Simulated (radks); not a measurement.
Results of a calculation; reference values are marked as such.
Problem. These are the eigenvalues of the occupied orbitals of an atom or ion with whole-number occupations (eV). Level of theory: Dirac Kohn-Sham, SOGGA, spin-unpolarised, spherical densities, finite nucleus; Fermi nuclear charge, rms radius of each element as measured or else 0.836 A^(1/3) + 0.57 fm (a radial shooting solver on a logarithmic mesh with Libxc functionals).

| orbital | eigenvalue |
|---|---|
| 1s1/2 | -18796.31 |
| 2s1/2 | -2636.779 |
| 2p1/2 | -2421.067 |
| 2p3/2 | -2325.385 |
| 3s1/2 | -447.4967 |
| 3p1/2 | -366.2707 |
| 3p3/2 | -350.7654 |
| 3d3/2 | -207.1875 |
| 3d5/2 | -204.3002 |
| 4s1/2 | -67.5330 |
| 4p1/2 | -45.0377 |
| 4p3/2 | -42.9080 |
| 4d3/2 | -11.3723 |
| 5s1/2 | -10.3784 |

Which element is it, and in what charge state? The configuration may be excited. Open shells, if any, fill j = l - 1/2 first.

Solution. Z = 41, niobium, charge +1: Nb+ in [Kr] 4d3 5s1. The list shows which subshells hold electrons but not how many an open one holds; the 1s level, -690.75 hartree, gives Z - s = 37.2 by -(Z - s)^2/2, which with screening and relativity narrows Z to a few neighbours, and the depths of the outer levels then fix element, charge and occupations together.
